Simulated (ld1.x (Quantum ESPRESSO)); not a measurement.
germanium (Ge), RRKJ: configuration errors across variants

```
Element                 : germanium (Ge)
Generator               : ld1.x (Quantum ESPRESSO) 7.5
Type                    : norm-conserving RRKJ (Kleinman–Bylander form)
Functional              : PBE
Relativity              : scalar-relativistic
Frozen core             : [Ne] 3s2
Valence charge          : 20
Reference configuration : 3p6 3d10 4s2 4p0 (charge +2)
Partial waves           : 3p (bound): rc 0.60 bohr; 3d (bound): rc 1.10 bohr; 4s (bound): rc 1.60 bohr
Local potential         : the s channel
Core correction         : none
rho0                    : 0.02
```

All-electron excitation energies from the reference (eV): (1) 3p6 3d10 4s2 4p2 -22.883; (2) 3p6 3d10 4s2 4p1 -15.439; (3) 3p6 3d10 4s1 4p0 34.791; (4) 3p6 3d10 4s0 4p4 -6.688; (5) 3p5 3d10 4s2 4p2 102.799; (6) 3p6 3d10 4s2 4p2.3 -23.767; (7) 3p6 3d10 4s1 4p3 -14.911.

3 further variants failed, have other tests or another functional or relativity, and are left out.

Errors AE − PS in meV (a dash: test not solved or not reliable):

```csv
change,(1),(2),(3),(4),(5),(6),(7),bound ghosts
base,-3130,-2108,-3.5,-8092,-6893,-3259,-5402,none
"all radii scaled by about 1.06 (s 1.70, p 0.64, d 1.16 bohr)",-3130,-2107,-3.2,-8092,-6984,-3259,-5402,none
wave 3p (bound): rc 0.60 bohr becomes 3p (bound): rc 0.72 bohr,-3130,-2108,-3.5,-8092,-6892,-3259,-5402,none
wave 4s (bound): rc 1.60 bohr becomes 4s (bound): rc 1.86 bohr,-3124,-2105,-3.9,-8094,-6894,-3252,-5397,none
wave 3d (bound): rc 1.10 bohr becomes 3d (bound): rc 0.76 bohr,-3130,-2108,-5.3,-8094,-6686,-3259,-5403,none
```

Q: Give the same row for: type TM; rho0 0.

A: -3129, -2107, -4.4, -8091, -6797, -3258, –; bound ghosts: none. Not counted: 3p6 3d10 4s1 4p3 (pseudo-atom not self-consistent, printed error -5.4 eV).
